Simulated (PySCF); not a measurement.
SbBr₃, SMILES [Br][Sb]([Br])[Br].

Geometry optimised at B3LYP-D3(BJ)/def2-SVP. The isomer is the one that the SMILES or the coordinates give; other isomers of the formula were not compared. The def2 effective core potentials stand for the cores of Sb; spin–orbit coupling is left out.

Level of theory: PySCF with r2SCAN/def2-TZVP.

Symmetry labels are those of the subgroup Cs that the program uses (full group C3v).

Task: List the valence orbital energies around the gap with their symmetry. (Estimate from the structure and the level; the computed values follow.)

Result: 
| orbital | symmetry | energy (eV) |
|---|---|---|
| HOMO−7 | A' | -10.05 |
| HOMO−6 | A' | -9.13 |
| HOMO−5 | A' | -8.14 |
| HOMO−4 | A" | -8.14 |
| HOMO−3 | A" | -7.71 |
| HOMO−2 | A' | -7.71 |
| HOMO−1 | A" | -7.58 |
| HOMO | A' | -7.43 |
| LUMO | A' | -3.09 |
| LUMO+1 | A' | -2.93 |
| LUMO+2 | A" | -2.93 |
| LUMO+3 | A" | 2.63 |
